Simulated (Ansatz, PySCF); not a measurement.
Gas-phase reaction R1 → 2 P1, each structure at its B3LYP-D3(BJ)/def2-TZVP stationary point, reached from a drawn start (curvature not checked).
R1: Cl2 (SMILES ClCl), charge 0, multiplicity 1.
P1: Cl atom, charge 0, multiplicity 2.

| level | reaction energy (kcal/mol) | minus CCSD(T)/CBS(cc-pV(T+d)Z, cc-pV(Q+d)Z) |
|---|---|---|
| HF/cc-pV(Q+d)Z | 18.78 | -40.17 |
| SVWN5/def2-TZVPP | 82.73 | 23.78 |
| revPBE/def2-TZVPP | 60.28 | 1.33 |
| r2SCAN/def2-TZVPP | 59.14 | 0.19 |
| B97M-V/def2-TZVPP | 60.17 | 1.22 |
| B3LYP/def2-TZVPP | 55.28 | -3.67 |
| BHLYP/def2-TZVPP | 47.33 | -11.62 |
| M06-2X/def2-TZVPP | 59.20 | 0.25 |
| wB97X-V/def2-TZVPP | 58.10 | -0.86 |
| wB97M-V/def2-TZVPP | 60.32 | 1.36 |
| MP2/cc-pV(Q+d)Z | 61.29 | 2.34 |
| MP2/CBS(cc-pV(T+d)Z, cc-pV(Q+d)Z) | 63.67 | 4.72 |
| SCS-MP2/cc-pV(T+d)Z | 54.55 | -4.40 |
| SCS-MP2/cc-pV(Q+d)Z | 58.03 | -0.92 |
| CCSD/cc-pV(D+d)Z | 40.69 | -18.26 |
| CCSD/cc-pV(T+d)Z | 49.18 | -9.77 |
| CCSD/cc-pV(Q+d)Z | 52.16 | -6.79 |
| CCSD(T)/cc-pV(T+d)Z | 53.25 | -5.70 |
| CCSD(T)/cc-pV(Q+d)Z | 56.68 | -2.27 |
| CCSD(T)/CBS(cc-pV(T+d)Z, cc-pV(Q+d)Z) | 58.95 | 0.00 |

 The comparison column counts from a level with limits of its own.

P less R. No zero-point or thermal terms; singlets are restricted closed shells; open shells are unrestricted; no spin–orbit coupling.

Frozen-core correlation throughout. CBS: X⁻³ extrapolation of the correlation energy, Hartree–Fock from the larger set.

Run with Ansatz (a first-principles code); PySCF for M06-2X. No computed number here is a measurement.
